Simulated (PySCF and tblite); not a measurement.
Results of a calculation; reference values are marked as such.
## Barrier and rate of a ring inversion

System: C4H9FGe, numbered as in [F:1][C@@H:2]1[CH2:3][CH2:4][GeH2:5][CH2:6]1.

Motion: inversion of the 5-membered ring (2–3–4–5–6). The path came from a restrained scan, a climbing-image band and a saddle search at GFN2-xTB; energies are PBE0/pcSseg-1 + D3(BJ), IEF-PCM chloroform//GFN2-xTB, thermal terms GFN2-xTB. Rate constants are transition-state-theory values, counting equivalent paths, without tunnelling. (PySCF 2.14 with density fitting, tblite 0.8.)

```
           point  symmetry  E(GFN2) kcal/mol  E(DFT) kcal/mol  ZPE change kcal/mol  lowest mode cm⁻¹  dipole D
start (envelope)        C1               0.0              0.0                 0.00                77      2.14
  saddle (twist)        C1               4.8              5.1                -0.14               71i      2.20
     end (twist)        C1               1.2              0.5                -0.04                97      1.98
```

```json
{"Electronic barrier": "5.1 kcal/mol", "Barrier with zero-point energy": "4.9 kcal/mol", "ΔH‡ (298 K)": "4.5 kcal/mol", "ΔS‡ (298 K, symmetry apart)": "-2.8 cal/(mol K)", "Paths": "1 equivalent path", "End point": "a different minimum", "Mean lifetime of the start against this motion at 298 K": "1.2 ns", "Cost": "2 min on 1 thread of Intel Xeon Platinum 8259CL @ 2.50GHz, on a host shared with other jobs (rough), peak memory 0.91 GiB, launched as `OMP_NUM_THREADS=1 python ens_run.py task.json out`"}
```

| T/K | ΔG‡ kcal/mol | k s⁻¹ | ΔG kcal/mol | k back s⁻¹ |
| --- | --- | --- | --- | --- |
| 200 | 5.1 | 1.1×10⁷ | 0.4 | 3×10⁷ |
| 250 | 5.2 | 1.5×10⁸ | 0.4 | 3.2×10⁸ |
| 298 | 5.3 | 8.1×10⁸ | 0.4 | 1.5×10⁹ |
| 350 | 5.4 | 3×10⁹ | 0.3 | 4.8×10⁹ |
| 400 | 5.5 | 7.8×10⁹ | 0.3 | 1.1×10¹⁰ |

ΔG and ΔG‡ leave out symmetry numbers and mirror images; rates count paths: 1 out, 1 back.

Spin–orbit effects of heavy atoms on shieldings are missing.
